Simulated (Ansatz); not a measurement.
Consider the ligand exchange at the Si–N bond: `N[Si]Br` + `O[SiH3]` → `[SiH3]O[Si]Br` + NH₃.

Calculated with Ansatz (gas phase, PBE0-D4/def2-TZVP geometries, no zero-point term in ΔE). CBS: MP2 limit from def2 TZ/QZ plus the TZ coupled-cluster correction, frozen cores. This one scheme is used for every species. Functionals use def2-TZVPP. For Br outer-core shells are correlated without core-valence functions, which leaves a few kJ/mol of doubt a bond. Scalar relativity is left out up to krypton. One conformer a species, not always the lowest.

`N[Si]Br`:

Cartesian coordinates in Å:
```
N 0.207 0.598 -0.257
Si 0.421 -1.069 -0.512
Br -0.934 -1.828 1.158
H -0.372 1.024 0.452
H 0.678 1.275 -0.840
```

`O[SiH3]`:

```xyz
6

O     0.518   -0.239    1.148
Si    0.004    0.126   -0.375
H    -0.118   -0.618    1.756
H    -0.486   -1.082   -1.094
H     1.181    0.687   -1.077
H    -1.099    1.126   -0.358
```

`[SiH3]O[Si]Br`:

Cartesian coordinates in Å:
```
Si 0.676 0.579 0.304
O -0.902 0.123 0.564
Si -2.089 -0.867 0.057
Br -1.059 -1.992 -1.655
H 1.566 -0.592 0.482
H 0.813 1.131 -1.064
H 0.994 1.619 1.310
```

NH₃:

Cartesian coordinates in Å:
```
N -0.039 0.270 -0.069
H 0.939 0.011 -0.108
H -0.363 0.071 0.870
H -0.537 -0.352 -0.693
```

| level | ΔE (kcal/mol) |
| --- | --- |
| PBE | -8.7 |
| r2SCAN0 | -9.6 |
| CAM-B3LYP | -10.0 |
| MP2/def2-QZVPP | -10.8 |

Question: What does CCSD(T)/CBS give? (Best estimate.)

Answer: Ansatz gave: -10.9 kcal/mol. The listed levels differ from it by 2.2, 1.3, 0.9, 0.1 kcal/mol.

Question: What do rigid-rotor, harmonic-oscillator terms from PBE0-D4/def2-TZVP frequencies (298.15 K, 1 bar) make of the CCSD(T)/CBS value? (An estimate is asked.)

Answer: The calculation gave: ΔZPE = -0.3 kcal/mol, ΔH = -10.4 kcal/mol, ΔS = -6 J/(mol·K), ΔG = -9.9 kcal/mol.

Largest T1 diagnostic among the species: 0.012.

The D4 term adds −1.6 kcal/mol with B3LYP and −0.9 kcal/mol with PBE0; it sums over pairs of atoms, weighted by their polarisabilities, and B3LYP, whose exchange is more repulsive, gets the larger term. Leaving LDA and LC-ωPBE aside and taking each functional with its dispersion term where it has one, the values, not all of them listed here, spread over 2.5 kcal/mol, from BHLYP-D4 to HSE06-D4.

B3LYP here is the variant with VWN-RPA as its local correlation; programs differ in this.
